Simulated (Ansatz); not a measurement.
The cluster Al2S3. Charge 0, multiplicity 3. Geometry PBE-D4/def2-SVP; atoms count from 1.

Cartesian coordinates in Å:
```
Al 0.230 1.179 0.466
Al -0.072 -1.178 -0.518
S 1.128 3.006 1.006
S -1.645 -0.016 0.543
S 0.360 -2.991 -1.496
```

At PBE0-D4/def2-TZVP a singlet of charge 0 lies 1.43 eV below the triplet, each at its own geometry. The structure comes from a short search, and lower isomers may exist.

Q: Estimate the Mulliken populations from the PBE0/def2-TZVP orbitals of Ansatz.

A: 
```csv
atom,charge (e),spin (α − β)
Al1,0.31,0.21
Al2,0.31,0.21
S3,-0.20,0.67
S4,-0.21,0.23
S5,-0.20,0.67
```
Mulliken values and Mayer orders depend strongly on the basis.

Q: Where does the spin sit?

A: Summed by element: Al 0.43, S 1.57, of 2 unpaired in all. Largest on single atoms: S3 0.67, S5 0.67, S4 0.23.

Q: And the Mayer bond orders between bonded heavy atoms (over 0.3)?

A: Al1–Al2 0.63 (2.57 Å); Al1–S3 1.64 (2.11 Å); Al1–S4 1.12 (2.22 Å); Al2–S4 1.12 (2.22 Å); Al2–S5 1.64 (2.11 Å).
